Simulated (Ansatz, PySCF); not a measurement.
BGeH₅O, SMILES B[O][GeH3]. Atoms are numbered in the order given.

```xyz
8

O     -0.6470    -0.9938     0.0000
Ge     0.1335     0.6342     0.0000
H     -0.3636     1.3374     1.2695
H     -0.3636     1.3374    -1.2695
H      1.6579     0.4355     0.0000
B     -0.0394    -2.1903     0.0000
H      1.1773    -2.2753     0.0000
H     -0.7398    -3.1809     0.0000
```

Geometry optimised at PBE0-D3(BJ)/def2-SVP.

Two levels are set side by side: PBE-D3(BJ)/def2-SVP (Ansatz, an electronic-structure program) and PBE0-D3(BJ)/def2-SVP (PySCF). Each level has its own optimised geometry; the coordinates shown are those of the second. Frequencies come from the Hessian of PySCF at each geometry. Differences are taken from unrounded values.

```csv
quantity,PBE0-D3(BJ)
mean bond length (Å),1.455
bond O1–Ge2 (Å),1.805
bond O1–B6 (Å),1.342
bond Ge2–H3 (Å),1.534
bond Ge2–H4 (Å),1.534
bond Ge2–H5 (Å),1.537
bond B6–H7 (Å),1.220
bond B6–H8 (Å),1.213
highest harmonic wavenumber (cm⁻¹),2618
mean harmonic wavenumber (cm⁻¹),1193
zero-point energy (kcal/mol),30.70
```

Q: What does PBE-D3(BJ) give, and how far is it from PBE0-D3(BJ)? (Estimate from the structure and the level; the computed values follow.)

A: 
```
quantity                            PBE-D3(BJ)  PBE-D3(BJ) minus PBE0-D3(BJ)
----------------------------------  ----------  ----------------------------
mean bond length (Å)                     1.468                         0.013
bond O1–Ge2 (Å)                          1.831                         0.026
bond O1–B6 (Å)                           1.352                         0.010
bond Ge2–H3 (Å)                          1.546                         0.012
bond Ge2–H4 (Å)                          1.546                         0.012
bond Ge2–H5 (Å)                          1.550                         0.012
bond B6–H7 (Å)                           1.228                         0.008
bond B6–H8 (Å)                           1.221                         0.008
highest harmonic wavenumber (cm⁻¹)        2547                           -71
mean harmonic wavenumber (cm⁻¹)           1152                           -41
zero-point energy (kcal/mol)             29.65                         -1.05
```

Exact exchange shortens and stiffens bonds; PBE has none. Differences between two approximate levels are no errors against the true value.
